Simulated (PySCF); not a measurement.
Computed shifts of a molecule C2H4BNO2, PBE/pcSseg-1 (PySCF), GIAO, gas phase, equivalent atoms averaged, in ppm (number of nuclei): ¹⁵N: 301.7 (1). ¹³C: 122.6 (1), 6.6 (1). ¹H: 5.79 (1), 4.45 (1), 2.07 (2). References: ¹⁵N against NH3 (σ = 267.0 ppm); ¹³C against TMS (σ = 182.0 ppm); ¹¹B against BF3 (σ = 83.9 ppm); ¹⁷O against H2O (σ = 334.3 ppm); ¹H against TMS (σ = 31.49 ppm), references at their B3LYP-D3(BJ)/def2-TZVP geometries, non-relativistic. Geometry: B3LYP-D3(BJ)/def2-SVP. The values are those of a single conformer.

### Question
Which molecule gave these data?
(A) OB1C=NCO1
(B) N#CCB(O)O
(C) OCB1N=CO1
(D) CC1=NB(O)O1

### Answer
B, N#CCB(O)O
